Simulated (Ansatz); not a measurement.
AlCl3H2Se (`[Cl][Al-]([Cl])([Cl])[SeH2+]`) from Hartree–Fock to CCSD(T)

| atom | x (Å) | y (Å) | z (Å) |
| --- | --- | --- | --- |
| Cl1 | 1.436 | 2.156 | 0.008 |
| Al2 | 0.106 | 0.710 | 0.754 |
| Cl3 | 0.669 | -0.351 | 2.479 |
| Cl4 | -1.948 | 1.079 | 0.492 |
| Se5 | 0.550 | -1.157 | -1.002 |
| H6 | -0.179 | -0.484 | -2.088 |
| H7 | -0.633 | -1.953 | -0.643 |

Total charge 0; spin multiplicity 1. Correlated methods include outer-core shells of Se, which these sets cover unevenly. Scalar relativity is left out up to krypton. The structure was optimised at the PBE0-D4/def2-TZVP level. It is one conformer, not always the lowest. Frozen core, restricted reference, Ansatz 0.2.0.

```json
{"basis": "def2-SVP", "HF (Eh)": "-4020.85954", "MP2 corr.": "-0.70109"}
{"basis": "def2-TZVPP", "HF (Eh)": "-4021.71391", "MP2 corr.": "-0.92654"}
{"basis": "def2-QZVPP", "HF (Eh)": "-4021.80658", "MP2 corr.": "-1.29748"}
```

Q: Estimate the CCSD correlation energy and the (T) correction in each basis where they were run (hartree).

A: 
```
     basis  CCSD corr.       (T)
  def2-SVP    -0.74805  -0.01604
def2-TZVPP    -0.98504  -0.03976
```
